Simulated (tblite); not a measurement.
Species: C5H8NPS.
Bonds: C1–S2, S2–C3, C3–P4 (aromatic), P4–C5 (aromatic), C5–C6 (aromatic), C6–N7 (aromatic), N7–C8, C3–N7 (aromatic). Hydrogens: H9, H10, H11 on C1; H12 on C5; H13 on C6; H14, H15, H16 on C8.

Computed geometry: GFN2-xTB, gas phase.

(1) List the bond lengths, angles and torsions at this level.

Results:

(1) 
```json
{"bond": "C1–S2", "length (bohr)": "3.414", "order": "single"}
{"bond": "S2–C3", "length (bohr)": "3.315", "order": "single"}
{"bond": "C3–P4", "length (bohr)": "3.283", "order": "aromatic"}
{"bond": "P4–C5", "length (bohr)": "3.321", "order": "aromatic"}
{"bond": "C5–C6", "length (bohr)": "2.570", "order": "aromatic"}
{"bond": "C6–N7", "length (bohr)": "2.565", "order": "aromatic"}
{"bond": "N7–C8", "length (bohr)": "2.715", "order": "single"}
{"bond": "C3–N7", "length (bohr)": "2.562", "order": "aromatic"}
{"bond": "C1–H9, C1–H10, C1–H11", "length (bohr)": "2.053", "order": "single"}
{"bond": "C5–H12", "length (bohr)": "2.030", "order": "single"}
{"bond": "C6–H13", "length (bohr)": "2.032", "order": "single"}
{"bond": "C8–H14, C8–H15, C8–H16", "length (bohr)": "2.062", "order": "single"}
```

Bonds in one row agree within 0.02 bohr and their mean is given. Orders are formal, as drawn. A selection of angles:
```json
{"angle": "C1–S2–C3", "degrees": "99.2"}
{"angle": "S2–C3–P4", "degrees": "128.0"}
{"angle": "S2–C3–N7", "degrees": "118.2"}
{"angle": "P4–C3–N7", "degrees": "113.8"}
{"angle": "C3–P4–C5", "degrees": "87.7"}
{"angle": "P4–C5–C6", "degrees": "112.4"}
{"angle": "C5–C6–N7", "degrees": "113.5"}
{"angle": "C6–N7–C8", "degrees": "124.5"}
{"angle": "C3–N7–C6", "degrees": "112.6"}
{"angle": "C3–N7–C8", "degrees": "122.9"}
```

Torsions: C1–S2–C3–P4 0° (synperiplanar).

The C–S distances run from 1.754 Å (S2–C3, drawn single) to 1.807 Å (C1–S2, drawn single), a spread of 0.053 Å. The 8 heavy atoms lie in one plane (0.001 Å rms). N7 (pyrrole-type nitrogen) is planar (angles 124.5°, 122.9° and 112.6°, sum 360.0°, 0.00 Å off the plane of its three neighbours). The C–N distances run from 1.355 Å (C3–N7, aromatic) to 1.437 Å (N7–C8, drawn single), a spread of 0.082 Å. S2 (sulfide sulfur) is bent (angle 99.2°). The 5-membered ring C3–P4–C5–C6–N7 has internal angles of 87.7° to 113.8° (sum 540°, against 540° for a flat polygon); it is planar, 0.00 Å rms from its mean plane, widest ring torsion 0°. Of the pairs four or more bonds apart, S2···H14 is among the closest relative to their van der Waals radii: 2.87 Å, 96 % of the sum of Bondi's values.

Point group: Cs (every atom within 0.08 Å of its image). Its GFN2-xTB frequencies are all real (lowest 60 cm⁻¹). The numbers are those of one conformer.
